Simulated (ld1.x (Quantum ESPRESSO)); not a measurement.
Reading a pseudo-wave (Sm)

Columns: radius, all-electron u(r) and pseudo u(r) of the 5d shell (level -2.32 eV) of samarium in the configuration [Kr] 4d10 5s2 4f6 5p6 5d0 6s2 6p0; PBEsol, non-relativistic, TM scheme, ld1.x (Quantum ESPRESSO) 7.5.

```csv
r (bohr),all-electron,pseudo
0.195,0.1259,0.0025
0.390,-0.1845,0.0195
0.585,-0.2237,0.0612
0.780,-0.0581,0.1307
0.975,0.1432,0.2229
1.170,0.3128,0.3260
1.365,0.4363,0.4254
1.560,0.5174,0.5078
1.755,0.5646,0.5655
1.950,0.5867,0.5965
2.145,0.5909,0.6044
2.340,0.5829,0.5953
2.535,0.5671,0.5758
2.730,0.5467,0.5515
2.925,0.5238,0.5258
3.120,0.4999,0.5005
3.315,0.4759,0.4760
3.510,0.4522,0.4522
3.705,0.4289,0.4289
3.900,0.4060,0.4060
4.095,0.3838,0.3838
4.290,0.3621,0.3621
4.485,0.3411,0.3411
4.680,0.3207,0.3207
4.875,0.3011,0.3011
5.070,0.2822,0.2822
```

(1) How many radial nodes do the two functions have?

(2) At about which radius was the pseudo-wave matched?

(3) Is the pseudo-wave norm-conserving?

Results:

(1) The all-electron 5d function has n − l − 1 = 2; the pseudo-wave has 0, since the states of the same l below it are removed with the core.

(2) 3.65 bohr. The columns agree to 0.0005 from 3.31 bohr on; several derivatives are matched, so the curves merge somewhat inside the radius.

(3) Yes: the TM scheme keeps the norm inside the radius equal to the all-electron one, which fixes the energy derivative of the logarithmic derivative at the level.
